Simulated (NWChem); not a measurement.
System meant: C4H4O2; SMILES C=C1OCC1=O

Here is an NWChem input.

```
start job
memory heap 200 mb stack 900 mb global 1100 mb
geometry units angstroms noautosym nocenter noautoz
  C      1.118094     1.687282     0.000000
  C      0.225244     0.698500     0.000000
  O     -1.164821     0.751850     0.000000
  C     -1.306635    -0.701860     0.000000
  C      0.234239    -0.799488     0.000000
  O      1.054114    -1.677782     0.000000
  H      0.822057     2.730584     0.000000
  H      2.173829     1.441882     0.000000
  H     -1.810888    -1.065677    -0.900788
  H     -1.810888    -1.065677     0.900788
end
basis spherical
  * library def2-svp
end
dft
  xc xtpss03 ctpss03
  iterations 150
end
property
  shielding 9 1 2 3 4 5 6 7 8 9
end
task dft property
```

End of the output:

```
 Vector   25  Occ=0.000000D+00  E= 3.722877D-02
              MO Center=  1.7D-01,  3.2D-01, -3.7D-10, r^2= 3.6D+00
   Bfn.  Coefficient  Atom+Function         Bfn.  Coefficient  Atom+Function
  ----- ------------  ---------------      ----- ------------  ---------------
    23      0.630705   2 C  pz               20      0.507000   2 C  pz
    96     -0.503314   9 H  s               101      0.503314  10 H  s
     9     -0.493451   1 C  pz               51     -0.367033   4 C  pz
    65     -0.367212   5 C  pz               62     -0.358475   5 C  pz
     6     -0.289658   1 C  pz               79      0.213753   6 O  pz

 center of mass
 --------------
 x =   0.01911220 y =  -0.04812883 z =   0.00000000

 moments of inertia (a.u.)
 ------------------
         432.619062416725          -1.145416524185           0.000000000000
          -1.145416524185         321.080535781593           0.000000000000
           0.000000000000           0.000000000000         742.018384363919

     Multipole analysis of the density
     ---------------------------------

     L   x y z        total         alpha         beta         nuclear
     -   - - -        -----         -----         ----         -------
     0   0 0 0     -0.000000    -22.000000    -22.000000     44.000000

     1   1 0 0     -0.382452     -0.299041     -0.299041      0.215629
     1   0 1 0      0.204260      0.158576      0.158576     -0.112892
     1   0 0 1     -0.000000     -0.000000     -0.000000      0.000000

     2   2 0 0    -24.995420   -101.920459   -101.920459    178.845497
     2   1 1 0      4.871881     -6.002572     -6.002572     16.877025
     2   1 0 1      0.000000      0.000000      0.000000      0.000000
     2   0 2 0    -26.401453   -130.417274   -130.417274    234.433096
     2   0 1 1      0.000000      0.000000      0.000000      0.000000
     2   0 0 2    -25.094331    -15.444795    -15.444795      5.795259

          -----------------------------------------
          Chemical Shielding Tensors (GIAO, in ppm)
          -----------------------------------------

 ------------------------------------------------------------------------
  xtpss03: d2 not coded                    0
 ------------------------------------------------------------------------
 ------------------------------------------------------------------------
  current input line :
    25: task dft property
 ------------------------------------------------------------------------
 ------------------------------------------------------------------------
 This error has not yet been assigned to a category
 ------------------------------------------------------------------------
 For more information see the NWChem manual at https://nwchemgit.github.io

0: xtpss03: d2 not coded:Received an Error in Communication
```

Can this run be used? If not, why, and what is the fix?

The run crashed. Cause: this functional's second derivatives, which shieldings need, aren't coded here; the fix takes a hybrid GGA instead. This input runs:
```
start job
memory heap 200 mb stack 900 mb global 1100 mb
geometry units angstroms noautosym nocenter noautoz
  C      1.118094     1.687282     0.000000
  C      0.225244     0.698500     0.000000
  O     -1.164821     0.751850     0.000000
  C     -1.306635    -0.701860     0.000000
  C      0.234239    -0.799488     0.000000
  O      1.054114    -1.677782     0.000000
  H      0.822057     2.730584     0.000000
  H      2.173829     1.441882     0.000000
  H     -1.810888    -1.065677    -0.900788
  H     -1.810888    -1.065677     0.900788
end
basis spherical
  * library def2-svp
end
dft
  xc pbe0
  iterations 150
end
property
  shielding 9 1 2 3 4 5 6 7 8 9
end
task dft property
```
It converges to -304.64281 Ha (PBE0/def2-SVP, GIAO).
